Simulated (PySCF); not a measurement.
H3Sn, SMILES [SnH3-], charge -1. Atoms are numbered in the order given.

```xyz
4

Sn     0.0000     0.0000    -0.0565
H      1.3072     0.7547     0.9412
H     -1.3072     0.7547     0.9412
H      0.0000    -1.5094     0.9412
```
Charge -1, spin multiplicity 1.

The structure is a stationary point at B3LYP-D3(BJ)/def2-TZVPD. The def2 effective core potentials stand for the cores of Sn; spin–orbit coupling is left out.

Level of theory: C-PCM-M06-2X/def2-TZVPD in PySCF.

The values are the electrostatic part of the solvation free energy, E(continuum) − E(gas) at the gas-phase geometry, in a cavity of scaled van der Waals radii (PySCF's table); cavitation and dispersion terms are not included. A continuum can't describe solvent molecules that bind to the metal. In vacuum the orbital gap is 5.77 eV.

```json
[
 {"solvent": "water", "ε": "78.36", "ΔG(elec) (kcal/mol)": "-55.1", "gap (eV)": "6.74"},
 {"solvent": "acetone", "ε": "20.49", "ΔG(elec) (kcal/mol)": "-53.0", "gap (eV)": "6.71"},
 {"solvent": "acetonitrile", "ε": "35.69", "ΔG(elec) (kcal/mol)": "-54.2", "gap (eV)": "6.73"}
]
```
